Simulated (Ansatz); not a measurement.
`C[C@@H]1[AlH][Si@H]1[SiH3]` + H₂ → `[SiH3][SiH]1[CH2][AlH]1` + CH₄  (hydrogenolysis of a C–C bond)

Program: Ansatz. Geometries: PBE0-D4/def2-TZVP. ΔE: electronic, gas phase. CBS: MP2 limit from def2 TZ/QZ plus the TZ coupled-cluster correction, frozen cores. This one scheme is used for every species.

`C[C@@H]1[AlH][Si@H]1[SiH3]`:

```xyz
14

C    -0.419   -2.140   -0.013
C     0.417   -0.922   -0.344
Al    2.273   -0.355   -0.179
Si    0.388    0.727    0.665
Si   -1.012    2.460   -0.020
H    -1.489   -1.956   -0.151
H    -0.277   -2.439    1.028
H    -0.149   -3.000   -0.634
H     0.248   -0.589   -1.388
H     3.765   -0.769   -0.505
H     0.210    0.425    2.119
H    -0.865    2.636   -1.491
H    -2.448    2.182    0.269
H    -0.643    3.739    0.646
```

H₂:

Cartesian coordinates in Å:
```
H -0.095 0.065 -0.355
H 0.095 -0.065 0.355
```

`[SiH3][SiH]1[CH2][AlH]1`:

Cartesian coordinates in Å:
```
Si 1.875 0.689 0.108
Si -0.445 0.782 0.189
C -1.212 -0.966 0.510
Al -1.548 -0.555 -1.364
H 2.446 1.895 -0.550
H 2.506 0.542 1.450
H 2.254 -0.504 -0.703
H -0.963 1.910 1.013
H -2.139 -0.903 1.092
H -0.580 -1.746 0.934
H -2.194 -1.144 -2.680
```

CH₄:

Cartesian coordinates in Å:
```
C 0.000 0.000 0.000
H -0.011 -1.088 0.057
H 0.495 0.310 -0.920
H 0.539 0.403 0.857
H -1.023 0.375 0.006
```

```csv
species,CCSD(T)/CBS(def2) energy (Eh)
`C[C@@H]1[AlH][Si@H]1[SiH3]`,-901.62943
H₂,-1.17544
`[SiH3][SiH]1[CH2][AlH]1`,-862.37337
CH₄,-40.46206
```

(1) Work out ΔE.

Largest T1 diagnostic among the species: 0.014.

Results:

(1) ΔE = (-862.37337) + (-40.46206) − (-901.62943) − (-1.17544) = -0.03056 Eh = -0.83 eV.

The D4 term adds +0.09 eV with B3LYP and +0.05 eV with PBE0; it sums over pairs of atoms, weighted by their polarisabilities, and B3LYP, whose exchange is more repulsive, gets the larger term. From PBE to PBE0 (25 % exact exchange), in def2-TZVPP and without D4, ΔE moves by −0.04 eV. In def2-TZVPP, CCSD(T) changes the Hartree–Fock value by +0.23 eV (the triples alone add +0.05 eV) and MP2 by +0.27 eV.

B3LYP here is the variant with VWN-RPA as its local correlation; programs differ in this.
